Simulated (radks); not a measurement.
The tungsten ion W60+, configuration [Ne] 3s2 3p2. Calculated with a radial shooting solver on a logarithmic mesh with Libxc functionals: scalar-relativistic Kohn-Sham, LB94 model potential, spin-polarised, spherical densities, finite nucleus; open shells are filled with parallel spins first (spin-orbit coupling, left out, can overturn this in heavy ions); Fermi nuclear charge, rms radius 5.3658 fm.

Radial electron density D(r) = 4 pi r^2 rho(r):

r (bohr),D(r) (e/bohr),spin D(r)
0.001611,15.73,0.000462
0.001787,18.25,0.000812
0.001983,21.11,0.00133
0.002218,24.61,0.00217
0.002461,28.27,0.00333
0.002753,32.68,0.00515
0.003055,37.22,0.00762
0.003417,42.57,0.0115
0.003791,47.95,0.0166
0.00424,54.13,0.0245
0.004705,60.16,0.0349
0.005221,66.36,0.0495
0.005839,73.07,0.0715
0.006479,79.15,0.100
0.007247,85.30,0.143
0.008042,90.39,0.197
0.008995,94.93,0.277
0.009981,98.04,0.377
0.01116,99.97,0.520
0.01239,100.3,0.694
0.01374,99.31,0.917
0.01537,96.85,1.22
0.01706,93.66,1.57
0.01908,89.82,2.03
0.02117,86.59,2.52
0.02368,84.31,3.11
0.02628,84.05,3.69
0.02939,86.32,4.30
0.03261,90.93,4.79
0.03618,97.57,5.14
0.04047,105.9,5.24
0.04491,113.2,5.01
0.05023,118.7,4.37
0.05574,119.7,3.42
0.06234,115.1,2.16
0.06917,105.5,1.00
0.07737,90.47,0.136
0.08585,74.36,0.0495
0.09526,58.80,0.934
0.1066,45.32,3.06
0.1182,37.27,5.89
0.1322,33.21,9.27
0.1467,32.14,11.9
0.1641,31.44,13.5
0.1821,29.34,13.4
0.2037,24.76,11.7
0.226,18.91,9.06
0.2508,12.78,6.21
0.2805,7.218,3.56
0.3113,3.649,1.83
0.3482,1.465,0.751
0.3863,0.5238,0.275
0.4321,0.1397,0.0755
0.4794,0.03294,0.0183
0.5363,0.005359,0.00309
0.595,0.0007608,0.000455

D(r) has 2 maxima, at r = 0.0121, 0.0540 bohr, and minima at 0.0252 bohr, inside which lie 1.98 electrons.
